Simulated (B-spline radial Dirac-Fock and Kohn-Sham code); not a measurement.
## Sb⁷⁺: input and output of one calculation

ΔSCF core binding energies without Breit or QED terms, calculated with a radial atomic solver. Keys: rel is the Hamiltonian (dirac, or spin-free x2c and nr, where L3 and M5 stand for the whole 2p and 3d shells), method is hf or an exchange,correlation pair (spin-unpolarised, also for the hole states), nuc the nuclear model, radius_factor scales its radius, rmax is the box in bohr, h the logarithmic mesh step, order the B-spline order, points the quadrature points per cell, c_factor scales the speed of light, and damp, ndamp, maxit and tol steer the iteration. The run stops when the commutator error falls below 10·tol·max(1, Z/10), or the numerical noise floor, and the energy has settled to about 1e-8 Ha; the virial ratio is −V/T.

Input (task.json):

```json
{"items": [{"Z": 51, "q": 7, "cfg": [[1, 0, 2], [2, 0, 2], [2, 1, 6], [3, 0, 2], [3, 1, 6], [3, 2, 10], [4, 0, 2], [4, 1, 6], [4, 2, 8]], "A": 121, "rrms": 4.6802, "do": "settings", "holes": ["K", "L3", "M5"],
  "settings": [{"rel": "dirac", "method": "hf", "nuc": "fermi", "radius_factor": 1.0, "rmax": 45.0, "h": 0.3, "order": 8, "points": 10, "c_factor": 1.0, "maxit": 2, "damp": 0.5, "ndamp": 3, "tol": 1e-08}]}]}
```

Command: `python xray2_run.py task.json out`

Ground-state iterations:

```
iter   energy (Ha)        error
   1    -6446.97298179  1.79e+00
   2    -6463.94812088  5.71e-01
```

The ground state had not converged after 2 iterations, with total energy -6463.94812 Ha, virial ratio 1.92895 and highest orbital energy -115.64 eV. ΔSCF binding energies: K (1s) 30757.1 eV, L3 (2p3/2) 4293.5 eV (not all states converged, so these are not final). Holes are computed only in closed shells, and unreliable hole states are left out.

Question: One setting is unsound. Which, and why?

Answer: maxit ends the run before self-consistency. With the default settings (Dirac Hartree-Fock): The ground state converged in 10 iterations, with total energy -6467.28973 Ha, virial ratio 1.94753 and highest orbital energy -142.14 eV. ΔSCF binding energies: K (1s) 30714.7 eV, L3 (2p3/2) 4262.4 eV. Holes are computed only in closed shells, and unreliable hole states are left out.
